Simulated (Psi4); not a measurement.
F4Se (SMILES F[Se](F)(F)F), singlet, at a GFN2-xTB geometry; Psi4 with M06-2X/6-31G*.

Input for Psi4:
```
memory 2 GB

molecule {
0 1
  Se   -0.00203224    0.00254110    0.35944284
  F     0.96817789    1.31904607   -0.34335275
  F     1.32333862   -0.96859697   -0.32517209
  F    -0.96433922   -1.32384594   -0.33559484
  F    -1.31949995    0.96379711   -0.35377550
}

set basis 6-31g*

energy('m06-2x')
print_variables()
```

Output, abridged:

```
   => Loading Basis Set <=

    Name: 6-31G*
    Role: ORBITAL
    Keyword: BASIS

         ---------------------------------------------------------
                                   SCF
               by Justin Turney, Rob Parrish, Andy Simmonett
                          and Daniel G. A. Smith
                              RKS Reference
         ---------------------------------------------------------

  ==> Geometry <==

    Molecular point group: c2v
    Full point group: C1h

    Geometry (in Angstrom), charge = 0, multiplicity = 1:

       Center              X                  Y                   Z               Mass
    ------------   -----------------  -----------------  -----------------  -----------------
         SE           0.000000000000    -0.000000000000     0.340679432754    79.916521800000
         F           -1.157559972580    -1.157559974890    -0.358265837941    18.998403162730
         F           -1.157559972580     1.157559974890    -0.358265837941    18.998403162730
         F            1.157559972580     1.157559974890    -0.358265837941    18.998403162730
         F            1.157559972580    -1.157559974890    -0.358265837941    18.998403162730

  Running in c2v symmetry.

  Rotational constants: A =      0.13948  B =      0.13948  C =      0.08278 [cm^-1]
  Rotational constants: A =   4181.63857  B =   4181.63856  C =   2481.55046 [MHz]
  Nuclear repulsion =  464.124423044543050

  Charge       = 0
  Multiplicity = 1
  Electrons    = 70
  Nalpha       = 35
  Nbeta        = 35

  ==> Algorithm <==

  SCF Algorithm Type is DF.
  DIIS enabled.
  MOM disabled.
  Fractional occupation disabled.
  Guess Type is SAD.
  Energy threshold   = 1.00e-06
  Density threshold  = 1.00e-06
  Integral threshold = 1.00e-12

  ==> Primary Basis <==

  Basis Set: 6-31G*
    Blend: 6-31G*
    Number of shells: 36
    Number of basis functions: 95
    Number of Cartesian functions: 95
    Spherical Harmonics?: false
    Max angular momentum: 2

  ==> DFT Potential <==

   => LibXC <=

    Version 7.1.2
    S. Lehtola, C. Steigemann, M. J. T. Oliveira, and M. A. L. Marques,  SoftwareX 7, 1–5 (2018) (10.1016/j.softx.2017.11.002)

   => Composite Functional: M06-2X <=

    Hybrid M06-2X Meta-GGA XC Functional  (10.1007/s00214-007-0310-x)
    Y. Zhao and D. G. Truhlar,  Theor. Chem. Acc., 120, 215, 2008

    Deriv               =              1
    GGA                 =           TRUE
    Meta                =           TRUE

    Exchange Hybrid     =           TRUE
    MP2 Hybrid          =          FALSE

   => Exchange Functionals <=

    1.0000   XC_HYB_MGGA_X_M06_2X

   => Exact (HF) Exchange <=

    0.5400               HF

   => Correlation Functionals <=

    1.0000   XC_MGGA_C_M06_2X

   => LibXC Density Thresholds  <==

    XC_MGGA_C_M06_2X:  1.00E-12
    XC_HYB_MGGA_X_M06_2X:  1.00E-15

   => Molecular Quadrature <=

    Radial Scheme          =       TREUTLER
    Pruning Scheme         =           NONE
    Nuclear Scheme         =       TREUTLER

    Blocking Scheme        =         OCTREE
    BS radius alpha        =              1
    Pruning alpha          =              1
    Radial Points          =             75
    Spherical Points       =            302
    Total Points           =         108819
    Total Blocks           =            873
    Max Points             =            256
    Max Functions          =             92
    Weights Tolerance      =       1.00E-15

   => Loading Basis Set <=

    Name: (6-31G* AUX)
    Role: JKFIT
    Keyword: DF_BASIS_SCF

  ==> Integral Setup <==

  SCF_SUBTYPE=INCORE selected. In-core MEM_DF algorithm will be used.
  Using in-core AOs.

  ==> MemDFJK: Density-Fitted J/K Matrices <==

    J tasked:                   Yes
    K tasked:                   Yes
    wK tasked:                   No
    Algorithm:                 Core
    Schwarz Cutoff:           1E-12
    Mask sparsity (%):       1.7285
    Fitting Condition:        1E-10

   => Auxiliary Basis Set <=

  Basis Set: (6-31G* AUX)
    Blend: CC-PVDZ-JKFIT
    Number of shells: 143
    Number of basis functions: 533
    Number of Cartesian functions: 533
    Spherical Harmonics?: false
    Max angular momentum: 3

  Minimum eigenvalue in the overlap matrix is 6.7082597955E-04.
  Reciprocal condition number of the overlap matrix is 1.1870345097E-04.
    Using symmetric orthogonalization.

  ==> Pre-Iterations <==

  SCF Guess: Superposition of Atomic Densities via on-the-fly atomic UHF (no occupation information).

   -------------------------
    Irrep   Nso     Nmo
   -------------------------
     A1        33      33
     A2        18      18
     B1        22      22
     B2        22      22
   -------------------------
    Total      95      95
   -------------------------

  ==> Iterations <==

                           Total Energy        Delta E     RMS |[F,P]|

   @DF-RKS iter SAD: -2796.86294867672950   -2.79686e+03   0.00000e+00
   @DF-RKS iter   1: -2799.60204075297270   -2.73909e+00   4.17313e-02 DIIS/ADIIS
   @DF-RKS iter   2: -2799.84609804324282   -2.44057e-01   3.06412e-02 DIIS/ADIIS
   @DF-RKS iter   3: -2800.07911624101735   -2.33018e-01   2.34675e-03 DIIS/ADIIS
   @DF-RKS iter   4: -2800.08083080493043   -1.71456e-03   3.01788e-04 DIIS/ADIIS
   @DF-RKS iter   5: -2800.08089067219726   -5.98673e-05   1.14865e-04 DIIS/ADIIS
   @DF-RKS iter   6: -2800.08090209719376   -1.14250e-05   2.45893e-05 DIIS
   @DF-RKS iter   7: -2800.08090286881816   -7.71624e-07   2.82565e-06 DIIS
   @DF-RKS iter   8: -2800.08090290570090   -3.68827e-08   6.15596e-07 DIIS
  Energy and wave function converged.

  ==> Post-Iterations <==

   Electrons on quadrature grid:
      Ntotal   =   70.0001003663 ; deviation = 1.004e-04

    Orbital Energies [Eh]
    ---------------------

    Doubly Occupied:

[...]
    Virtual:

[...]
    Final Occupation by Irrep:
             A1    A2    B1    B2
    DOCC [    13,    6,    8,    8 ]
    NA   [    13,    6,    8,    8 ]
    NB   [    13,    6,    8,    8 ]

  @DF-RKS Final Energy: -2800.08090290570090

   => Energetics <=

    Nuclear Repulsion Energy =            464.1244230445430503
    One-Electron Energy =               -4821.1016763593561336
    Two-Electron Energy =                1617.9456348252076623
    DFT Exchange-Correlation Energy =     -61.0492844160953396
    Empirical Dispersion Energy =           0.0000000000000000
    VV10 Nonlocal Energy =                  0.0000000000000000
    Total Energy =                      -2800.0809029057008956

Computation Completed

Properties will be evaluated at   0.000000,   0.000000,   0.000000 [a0]

Properties computed using the SCF density matrix

 Multipole Moments:

 ------------------------------------------------------------------------------------
     Multipole            Electronic (a.u.)      Nuclear  (a.u.)        Total (a.u.)
 ------------------------------------------------------------------------------------

 L = 1.  Multiply by 2.5417464519 to convert [e a0] to [Debye]
 Dipole X            :          0.0000000            0.0000000            0.0000000
 Dipole Y            :          0.0000000            0.0000000            0.0000000
 Dipole Z            :          3.5168788           -2.4839873            1.0328915
 Magnitude           :                                                    1.0328915

 ------------------------------------------------------------------------------------

  Variable Map:
  ----------------------------------------------------------------------------
[...]
  Array Variable Map:
  ----------------------------------------------------------------------------
[...]
[...]
```
